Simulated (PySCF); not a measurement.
## Bond curve of In₂

Set-up: PySCF, scalar-relativistic core potentials, basis sets In def2-SVP with ECP28. Energies in eV from In + In in their ground configurations at the same level. State: ³Πu (triplet), unpaired electrons σ ↑, π ↑.

All columns are PBE0.

```json
{"R (Å)": "2.633", "E (eV)": "-0.867", "HOMO (eV)": "-4.30", "LUMO (eV)": "-3.01", "Mayer bond order": "1.25", "⟨S²⟩": "2.01"}
{"R (Å)": "2.756", "E (eV)": "-1.093", "HOMO (eV)": "-4.32", "LUMO (eV)": "-2.88", "Mayer bond order": "1.21", "⟨S²⟩": "2.01"}
{"R (Å)": "2.878", "E (eV)": "-1.212", "HOMO (eV)": "-4.20", "LUMO (eV)": "-2.77", "Mayer bond order": "1.18", "⟨S²⟩": "2.01"}
{"R (Å)": "2.970", "E (eV)": "-1.253", "HOMO (eV)": "-4.11", "LUMO (eV)": "-2.69", "Mayer bond order": "1.15", "⟨S²⟩": "2.01"}
{"R (Å)": "3.062", "E (eV)": "-1.263", "HOMO (eV)": "-4.03", "LUMO (eV)": "-2.62", "Mayer bond order": "1.13", "⟨S²⟩": "2.01"}
{"R (Å)": "3.154", "E (eV)": "-1.251", "HOMO (eV)": "-3.95", "LUMO (eV)": "-2.56", "Mayer bond order": "1.11", "⟨S²⟩": "2.01"}
{"R (Å)": "3.276", "E (eV)": "-1.208", "HOMO (eV)": "-3.86", "LUMO (eV)": "-2.49", "Mayer bond order": "1.09", "⟨S²⟩": "2.01"}
{"R (Å)": "3.429", "E (eV)": "-1.128", "HOMO (eV)": "-3.76", "LUMO (eV)": "-2.41", "Mayer bond order": "1.07", "⟨S²⟩": "2.01"}
{"R (Å)": "3.613", "E (eV)": "-1.008", "HOMO (eV)": "-3.66", "LUMO (eV)": "-2.33", "Mayer bond order": "1.05", "⟨S²⟩": "2.00"}
{"R (Å)": "3.858", "E (eV)": "-0.833", "HOMO (eV)": "-3.55", "LUMO (eV)": "-2.25", "Mayer bond order": "1.04", "⟨S²⟩": "2.00"}
```

Spin–orbit coupling is left out, which matters for elements this heavy, above all for dissociation energies. The state was picked by a PBE0 search and need not be the measured ground state.
